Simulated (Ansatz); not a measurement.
Basis sets compared for the cluster Ag₃H₄ (the lowest doublet isomer of a short search). The state is a doublet with charge 0. Geometry PBE0-D4/def2-TZVP. Ansatz on 4 threads of Arm Neoverse N1 on a shared host; times are rough, and most runs start from earlier orbitals.

```xyz
7

Ag   -0.2356    0.0319    2.0011
Ag   -0.1073   -0.2891   -0.6745
Ag    1.2089    1.8703    0.6640
H    -0.8836   -1.1293    0.8293
H    -0.5433   -1.2627   -2.5577
H    -0.1108   -0.6654   -2.7676
H     0.6718    1.4443    2.5054
```

In the def2 sets Ag takes a core potential; there is no spin–orbit coupling. In the doublet, H5 and H6 lie 0.77 Å apart (atoms count from 1), so H2 has formed as a molecule. The structure comes from a short search, and lower isomers may exist.

Binding counts from free atoms (Ag doublet, H doublet) in the same basis, without a counterpoise term.

```tsv
level	functions	energy (Eh)	HOMO (eV)	LUMO (eV)	binding per atom (eV)	wall time
PBE-D4/def2-SVP	113	-443.2736	-4.04	-3.55	1.72	3.8 s
PBE-D4/def2-TZVP (with forces)	144	-443.3949	-4.08	-3.58	1.73	5.5 s
r2SCAN-D4/def2-TZVP	144	-443.5099	-4.20	-3.27	1.79	12 s
PBE0-D4/def2-SVP	113	-443.2195	-4.58	-2.63	1.66	6 s
PBE0-D4/def2-TZVP	144	-443.3348	-4.61	-2.63	1.68	6 s
```

Q: Estimate the rows for PBE-D4/def2-TZVPD, r2SCAN-D4/def2-TZVPD, PBE0-D4/def2-TZVPD.

A: 
| level | functions | energy (Eh) | HOMO (eV) | LUMO (eV) | binding per atom (eV) | wall time |
| --- | --- | --- | --- | --- | --- | --- |
| PBE-D4/def2-TZVPD | 156 | -443.3960 | -4.09 | -3.59 | 1.74 | 5.5 s |
| r2SCAN-D4/def2-TZVPD | 156 | -443.5109 | -4.22 | -3.28 | 1.79 | 15 s |
| PBE0-D4/def2-TZVPD | 156 | -443.3357 | -4.62 | -2.65 | 1.68 | 7 s |
